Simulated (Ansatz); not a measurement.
`C[CH2][MgH]` + `[NH2][GeH2][SiH2]Cl` → `C[CH2][Mg][NH2]` + `Cl[SiH2][GeH3]`  (redistribution)

Calculated with Ansatz (gas phase, PBE0-D4/def2-TZVP geometries, no zero-point term in ΔE). CCSD(T)/CBS is the MP2 limit (def2-TZVPP, def2-QZVPP) plus CCSD(T) − MP2 in def2-TZVPP, frozen cores. DFT in def2-TZVPP. For Ge, Mg outer-core shells are correlated without core-valence functions, which leaves a few kJ/mol of doubt a bond. Scalar relativity is left out up to krypton. Each species was taken in one conformer, which may not be the lowest.

`C[CH2][MgH]`:

```xyz
9

C     0.603   -0.082   -1.011
C     0.170   -0.470    0.405
Mg   -1.294    0.741    1.298
H    -0.233   -0.101   -1.717
H     1.370   -0.754   -1.418
H     1.023    0.928   -1.051
H     1.047   -0.486    1.065
H    -0.197   -1.505    0.405
H    -2.488    1.729    2.025
```

`[NH2][GeH2][SiH2]Cl`:

Z-matrix (Å, degrees):
```
Ge
Si 1 2.383
N 1 1.845 2 107.4
H 1 1.537 2 111.4 3 -116.3
H 1 1.553 2 109.0 3 124.3
Cl 2 2.060 1 110.2 3 65.8
H 2 1.485 1 111.1 3 -174.5
H 2 1.486 1 110.9 3 -53.4
H 3 1.011 1 114.0 2 64.8
H 3 1.011 1 113.6 2 -170.5
```

`C[CH2][Mg][NH2]`:

Cartesian coordinates in Å:
```
C -0.449 -1.677 0.835
C 0.133 -1.044 -0.431
Mg 0.258 1.049 -0.469
N 0.374 2.938 -0.510
H -1.473 -1.342 1.028
H -0.483 -2.772 0.781
H 0.134 -1.425 1.726
H -0.453 -1.361 -1.303
H 1.139 -1.443 -0.613
H -0.331 3.577 -0.846
H 1.152 3.500 -0.198
```

`Cl[SiH2][GeH3]`:

Cartesian coordinates in Å:
```
Cl -0.009 -1.638 2.051
Si -0.839 -0.698 0.414
Ge 0.771 0.768 -0.539
H -1.256 -1.749 -0.548
H -2.041 0.040 0.876
H 1.191 1.827 0.491
H 0.173 1.476 -1.767
H 2.010 -0.027 -0.977
```

```csv
species,B2PLYP energy (Eh)
`C[CH2][MgH]`,-279.74640
`[NH2][GeH2][SiH2]Cl`,-2884.49555
`C[CH2][Mg][NH2]`,-335.12789
`Cl[SiH2][GeH3]`,-2829.14096
```

**Question.** Work out ΔE.

**Answer.** ΔE = (-335.12789) + (-2829.14096) − (-279.74640) − (-2884.49555) = -0.02690 Eh = -70.6 kJ/mol. CCSD(T)/CBS gives -73.5 kJ/mol.

Largest T1 diagnostic among the species: 0.011.

In def2-TZVPP, CCSD(T) changes the Hartree–Fock value by −7.4 kJ/mol (the triples alone add +0.4 kJ/mol) and MP2 by −11.7 kJ/mol. The D4 term adds +6.0 kJ/mol with B3LYP and +3.3 kJ/mol with PBE0; it sums over pairs of atoms, weighted by their polarisabilities, and B3LYP, whose exchange is more repulsive, gets the larger term.

B3LYP here is the variant with VWN-RPA as its local correlation; programs differ in this.
